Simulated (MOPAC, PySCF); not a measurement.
Species: CHBrF, charge 0, multiplicity 2. SMILES: F[CH]Br
Geometry: optimised at B3LYP-D3(BJ)/def2-TZVP (Ansatz).

Unscaled harmonic wavenumbers (cm⁻¹) in rising order, each level at the stationary point that it reaches from this structure (no distance between atoms moves by over 0.3 Å); the order of modes can differ between levels, and a negative number is imaginary. B3LYP-D3(BJ)/def2-TZVP (PySCF, at the structure above): 332, 636, 767, 1164, 1281, 3160.

PM3 (MOPAC): 404, 451, 697, 1062, 1569, 3080. Zero-point energy 10.4 against 10.5 kcal/mol; where all levels lie over 400 cm⁻¹, the wavenumbers are on average 0.946 times those of B3LYP-D3(BJ)/def2-TZVP.

PM6 (MOPAC): 330, 420, 670, 1147, 1311, 2703. Zero-point energy 9.4 against 10.5 kcal/mol; where all levels lie over 400 cm⁻¹, the wavenumbers are on average 0.880 times those of B3LYP-D3(BJ)/def2-TZVP.
